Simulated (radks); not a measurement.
Valence configurations of Er II (all share [Xe]). Calculated with a radial shooting solver on a logarithmic mesh with Libxc functionals: Dirac Kohn-Sham, PBE, spin-unpolarised, spherical densities, point nucleus; open shells fill j = l - 1/2 first. Energies are relative to 4f12 6s1; eigenvalues in eV.

| valence | E (eV) | e(4f5/2) | e(4f7/2) | e(5d3/2) | e(6p1/2) | e(6s1/2) |
|---|---|---|---|---|---|---|
| 4f12 6s1 | 0.000 | -10.254 | -9.171 | - | - | -9.056 |
| 4f11.5 5d0.5 6s1 | 1.716 | -13.241 | -12.125 | -7.558 | - | -9.431 |
| 4f12 5d1 | 2.392 | -8.632 | -7.552 | -5.802 | - | - |
| 4f13 | 2.394 | -4.315 | -3.301 | - | - | - |
| 4f12 6p1 | 3.308 | -11.460 | -10.377 | - | -6.419 | - |
| 4f11 6s2 | 3.392 | -18.808 | -17.656 | - | - | -10.681 |
| 4f11 5d1 6s1 | 4.607 | -16.452 | -15.303 | -8.269 | - | -9.759 |
| 4f11 6s1 6p1 | 7.236 | -19.980 | -18.828 | - | -7.425 | -11.304 |
| 4f10.5 5d1 6s1 6p0.5 | 10.228 | -21.633 | -20.448 | -10.183 | -6.986 | -10.827 |

NIST lists [Xe] 4f12 6s1 as the ground configuration; this level of theory agrees among the configurations tried. The energies are those of spherical spin-averaged densities, not of single terms.
